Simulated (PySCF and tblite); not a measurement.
The numbers below are computed, except where a source is named.
# C₂H₁₀GeSSi, numbered as in [SiH3:1][CH2:2][S:3][CH2:4][GeH3:5]: conformational analysis

Conformers came from 90 starts (ETKDG and KDG, UFF, GFN2-xTB); geometries are GFN2-xTB. Weights use PBE0-D3(BJ)/def2-TZVP (IEF-PCM, cyclohexane) energies plus GFN2-xTB zero-point and thermal terms (modes under about 100 cm⁻¹ blended into free rotors). Symmetry numbers and mirror images are counted. Conformers within 3 kcal/mol (GFN2-xTB free energy) were kept, 7 at most. GIAO shieldings: WP04/pcSseg-1 (IEF-PCM, cyclohexane). Shifts are against TMS (¹H), TMS (¹³C), TMS (²⁹Si) at the same level. Codes: tblite and PySCF.

Torsions listed: Si1–C2–S3–C4, C2–S3–C4–Ge5. Of a mirror pair one member is shown.

| conformer | shape | symmetry | E(GFN2) kcal/mol | E(DFT) kcal/mol | G(298.15 K) kcal/mol | weight % | dipole D |
| --- | --- | --- | --- | --- | --- | --- | --- |
| 1 | -175°, 78° | C1 (pair) | 1.13 | 0.28 | 0.00 | 39.2 | 1.68 |
| 2 | -80°, 176° | C1 (pair) | 1.32 | 0.16 | 0.09 | 33.8 | 1.76 |
| 3 | 180°, 180° | Cs | 1.66 | 0.00 | 0.33 | 22.3 | 2.13 |
| 4 | 64°, 56° | C1 (pair) | 0.00 | 0.75 | 1.26 | 4.7 | 1.02 |

Weights (%) against temperature:

```
 T (K)     1     2     3    4  S(mix) cal/mol/K
   180  37.6  31.3  29.0  2.1              3.30
   230  38.6  32.8  25.4  3.2              3.40
298.15  39.2  33.8  22.3  4.7              3.48
   330  39.4  34.0  21.3  5.3              3.50
   400  39.5  34.3  19.6  6.5              3.55
```

Averaged shifts at 298.15 K. ¹H: 3.30 (H1, 3H), 3.08 (H5, 3H), 2.10 (H4, 2H), 1.88 (H2, 2H) ppm. ¹³C: 25.3 (C4), 22.7 (C2) ppm. ²⁹Si: -71.5 (Si1) ppm.

Coordinates of conformer 1 (Å):

```xyz
15

Si   -2.851    0.188   -0.075
C    -1.020    0.021   -0.575
S    -0.198   -1.200    0.489
C     1.518   -1.022   -0.107
Ge    2.393    0.579    0.645
H    -2.915    0.713    1.287
H    -3.454    1.125   -1.027
H    -3.485   -1.125   -0.162
H    -0.915   -0.319   -1.606
H    -0.493    0.969   -0.466
H     1.498   -1.032   -1.197
H     2.035   -1.921    0.229
H     2.420    0.486    2.131
H     1.671    1.837    0.282
H     3.793    0.709    0.130
```

Coordinates of conformer 2 (Å):

```xyz
15

Si   -2.467    0.550    0.458
C    -1.493   -1.069    0.215
S     0.226   -0.920    0.819
C     0.984   -0.058   -0.586
Ge    2.852    0.366   -0.130
H    -3.806    0.344   -0.093
H    -2.495    0.848    1.887
H    -1.802    1.635   -0.269
H    -1.926   -1.875    0.805
H    -1.442   -1.404   -0.820
H     0.417    0.851   -0.786
H     0.924   -0.708   -1.460
H     3.522    0.991   -1.314
H     3.599   -0.867    0.244
H     2.904    1.325    1.009
```

Spin–orbit effects of the heavy atoms on shieldings are missing. Unscaled ²⁹Si shifts at such levels can be off by tens of ppm; differences between conformers or isomers are more reliable. Shifts are unscaled: against experiment ¹³C can be off by 15 ppm or more and ¹H by 0.8 ppm.

Search and properties took 2.6 min on 1 thread of Arm Neoverse V2, shared host (rough), launched as `OMP_NUM_THREADS=1 python ens_run.py task.json out`.
